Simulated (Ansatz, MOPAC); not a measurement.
System: C3H7O, net charge 1, singlet state. SMILES: C[C@@H]1[OH+]C1

Atoms: C1, C2, C3, O4, H5, H6, H7, H8, H9, H10, H11. Bonds: C1-C2, C1-H5, C1-H6, C1-H7, C2-C3, C2-O4, C2-H8, C3-O4, C3-H9, C3-H10, O4-H11.

Bond lengths (Å) and angles (degrees) optimised at AM1 with MOPAC; B3LYP/LANL2DZ with Ansatz (a quantum-chemistry and plane-wave program); MP2/6-31G* with Ansatz, each started from the B3LYP-D3(BJ)/def2-TZVP structure (Ansatz) of the last column. A row stands for all coordinates that are equal there; 13 of 31 kinds are shown. 6-31G* holds six Cartesian d functions. No wavenumbers were computed at B3LYP/LANL2DZ, MP2/6-31G*, so these may be saddle points.

```tsv
coordinate	AM1	B3LYP/LANL2DZ	MP2/6-31G*	B3LYP-D3(BJ)/def2-TZVP
C1-C2	1.474	1.495	1.490	1.481
C1-H5	1.123	1.095	1.092	1.090
C1-H6	1.127	1.102	1.096	1.095
C1-H7	1.119	1.095	1.093	1.091
C2-C3	1.481	1.490	1.462	1.458
C2-O4	1.595	1.667	1.561	1.585
C2-H8	1.111 to 1.116	1.088	1.086	1.083
C3-O4	1.499	1.558	1.523	1.513
C1-C2-C3	122.2	123.9	123.2	123.7
C1-C2-O4	113.9	116.5	116.1	116.1
C3-C2-O4	58.2	58.8	60.4	59.4
C2-C3-O4	64.7	66.3	63.0	64.5
C2-O4-C3	57.1	54.9	56.6	56.1
```

A range marks coordinates that this level makes unequal.

Mean signed difference of all 11 bond lengths from B3LYP-D3(BJ)/def2-TZVP: AM1 0.019 Å, B3LYP/LANL2DZ 0.020 Å, MP2/6-31G* 0.002 Å.
